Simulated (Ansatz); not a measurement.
Reaction (atomization): `C[Si](O)(O)S` → C• + 6 H• + 2 O• + S• + Si•

Calculated with Ansatz (gas phase, PBE0-D4/def2-TZVP geometries, no zero-point term in ΔE). CCSD(T)/CBS adds triple-zeta CCSD(T) − MP2 to the extrapolated MP2 energy (def2 sets, frozen cores). This one scheme is used for every species, atoms too. For atomizations the MP2-based limit and the directly extrapolated one differ by several kJ/mol either way, and by 10 to 25 for some Ge, Se and Sn compounds, so smaller differences from it don't rank the levels. DFT in def2-TZVPP. B3LYP here is the variant with VWN-RPA as its local correlation; programs differ in this. HSE06 is defined as in plane-wave codes. Open shells (•) are unrestricted, without spin–orbit coupling. Spin–orbit coupling would lower the free atoms: a little for C, O, S, Si. One conformer a species, not always the lowest.

```csv
level,ΔE (kJ/mol),difference from CCSD(T)/CBS
LDA (SPW92),4771.2,573.5
PBE-D4,4226.6,28.9
revPBE-D4,4123.5,-74.2
BLYP-D4,4151.2,-46.5
r2SCAN-D4,4191.1,-6.6
PBE0-D4,4152.8,-44.9
B3LYP-D4,4157.7,-40.0
r2SCANh-D4,4161.9,-35.8
r2SCAN0-D4,4119.7,-78.0
HSE06-D4,4155.7,-42.0
BHLYP-D4,4037.5,-160.2
CAM-B3LYP-D4,4183.2,-14.5
ωB97X-V,4190.6,-7.1
ωB97M-V,4199.9,2.2
B2PLYP,4122.8,-74.9
PBE-QIDH,4136.8,-60.9
PBE,4201.0,3.3
revPBE,4049.2,-148.5
BLYP,4095.2,-102.5
r2SCAN,4184.9,-12.8
PBE0,4131.0,-66.7
B3LYP,4116.2,-81.5
r2SCANh,4155.3,-42.4
r2SCAN0,4112.4,-85.3
HSE06,4135.4,-62.3
BHLYP,4005.3,-192.4
CAM-B3LYP,4161.0,-36.7
LC-ωPBE,4143.0,-54.7
HF/def2-SVP,2965.8,-1231.9
CCSD/def2-SVP,3819.2,-378.5
CCSD(T)/def2-SVP,3856.2,-341.5
MP2/def2-TZVPP,4155.4,-42.3
CCSD/def2-TZVPP,4010.8,-186.9
CCSD(T)/def2-TZVPP,4072.1,-125.6
HF/def2-QZVPP,3023.9,-1173.8
MP2/def2-QZVPP,4230.0,32.3
SCS-MP2/def2-QZVPP,4209.2,11.5
HF/CBS(def2),3025.1,-1172.6
MP2/CBS(def2),4280.9,83.2
CCSD/CBS(def2),4136.3,-61.4
CCSD(T)/CBS,4197.7,0
```

What do rigid-rotor, harmonic-oscillator terms from PBE0-D4/def2-TZVP frequencies (298.15 K, 1 bar) make of the CCSD(T)/CBS value? (An estimate is asked.)

The calculation gave: ΔZPE = -198.7 kJ/mol, ΔH = +4042.7 kJ/mol, ΔS = 1145 J/(mol·K), ΔG = +3701.5 kJ/mol. Open shells count their whole term as degenerate.

Largest T1 diagnostic among the species: 0.012.

From PBE to PBE0 (25 % exact exchange), in def2-TZVPP and without D4, ΔE moves by −69.9 kJ/mol: exact exchange takes away binding that semilocal exchange gives to molecules. Leaving LDA and LC-ωPBE aside and taking each functional with its dispersion term where it has one, the values spread over 189.1 kJ/mol, from BHLYP-D4 to PBE-D4. LDA lies +570.3 kJ/mol from PBE without D4, its usual overbinding.
